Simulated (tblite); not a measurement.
Compound: C₅H₃N₂ (doublet state).
SMILES with atom numbers: `[CH2:1]=[C:2]1[CH:3][N:4]=[C:5]1[C:6]#[N:7]` (hydrogens: H8, H9 on C1; H10 on C3)

Computed with GFN2-xTB (tblite): harmonic, unscaled wavenumbers at the GFN2-xTB geometry, gas phase. Errors from tens to a few hundred cm⁻¹ against measured bands are possible. Open shells enter through the occupations alone, without spin polarisation, and single modes of such species can be off by tens of per cent.

Harmonic wavenumbers (cm⁻¹): 128.2, 128.3, 184.2, 315.0, 404.4, 528.5, 602.5, 631.2, 690.5, 767.6, 798.3, 867.4, 908.3, 976.1, 1045.0, 1162.0, 1335.2, 1383.0, 1476.7, 1756.4, 2243.7, 3099.5, 3131.8, 3158.2.

A = 5337, B = 2339, C = 1626 MHz; mass 91.030 u (most abundant isotopes); point group Cs, symmetry number 1; spin multiplicity 2.

**Question.** Zero-point energy?

**Answer.** ½Σν̃ = 13861 cm⁻¹ = 165.82 kJ/mol.

**Question.** What is S at 200 K and 1 bar for an ideal gas of classical rigid rotors and harmonic oscillators?

**Answer.** Translation 156.82, rotation 108.67, vibration 33.13, spin (R ln 2) 5.76: S = 304.4 J/(mol K).

**Question.** And Cp and H(200 K) − H(0)?

**Answer.** Cp = 77.92 J/(mol K), of which vibrations give 44.66 (their classical limit is 24 R = 199.5); H(200 K) − H(0) = 10.69 kJ/mol without the zero-point energy, 4.04 from vibrations.

**Question.** How do the functions run with temperature in this model?

**Answer.** 
| T (K) | S (J/(mol K)) | Cp (J/(mol K)) | H − H(0) (kJ/mol) | G − H(0) (kJ/mol) | ln q(vib) |
| --- | --- | --- | --- | --- | --- |
| 150 | 283.9 | 65.5 | 7.11 | -35.47 | 0.96 |
| 250 | 323.1 | 90.7 | 14.91 | -65.87 | 2.18 |
| 298.15 | 340.1 | 102.6 | 19.57 | -81.85 | 2.80 |
| 400 | 373.5 | 124.5 | 31.17 | -118.22 | 4.15 |
| 600 | 430.2 | 155.1 | 59.37 | -198.76 | 6.82 |
| 900 | 498.7 | 182.0 | 110.32 | -338.52 | 10.60 |

q(vib) and H(0) count from the zero-point level.

**Question.** What must be added to the electronic energy to get the Gibbs energy at 200 K and 1 bar?

**Answer.** ZPE + [H(200 K) − H(0)] − T·S = 165.82 + 10.69 − 60.88 = 115.63 kJ/mol.

**Question.** Blend soft modes into free rotors: weight 1/[1 + (100 cm⁻¹/ν̃)⁴] for the oscillator and the rest for a rotor with moment μB/(μ + B), μ = h/(8π²ν), B = 10⁻⁴⁴ kg m². What vibrational entropy results?

**Answer.** 33.26 J/(mol K) in place of 33.13, which changes −T·S at 200 K by -0.03 kJ/mol.

Hindered rotation and anharmonicity are outside this model.
